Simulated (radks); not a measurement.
Task: Valence configurations of neutral chromium (all share [Ar]). All-electron calculation, Dirac Kohn-Sham, LDA (Slater exchange, Perdew-Wang correlation), spin-unpolarised, spherical densities, point nucleus; open shells are shared between the two j in proportion to 2j + 1. Program: a radial shooting solver on a logarithmic mesh with Libxc functionals. Order these by energy: 3d5 4p1; 3d4 4s2; 3d4 4s1.5 4p0.5; 3d6; 3d5 4s1; 3d4.5 4s0.5 4p1; 3d4 4s1 4p1; 3d3 4s1 4p2; 3d4.5 4s1 4p0.5; 3d5.5 4s0.5.

Result: From the lowest, in eV above it: 3d4 4s2 0.000; 3d5 4s1 0.051; 3d5.5 4s0.5 0.766; 3d4.5 4s1 4p0.5 1.432; 3d6 1.771; 3d4 4s1.5 4p0.5 1.808; 3d4.5 4s0.5 4p1 3.168; 3d5 4p1 3.251; 3d4 4s1 4p1 3.667; 3d3 4s1 4p2 11.353. NIST lists [Ar] 3d5 4s1 as the ground configuration; this level of theory puts 3d4 4s2 lower, by 0.051 eV. The energies are those of spherical spin-averaged densities, not of single terms.
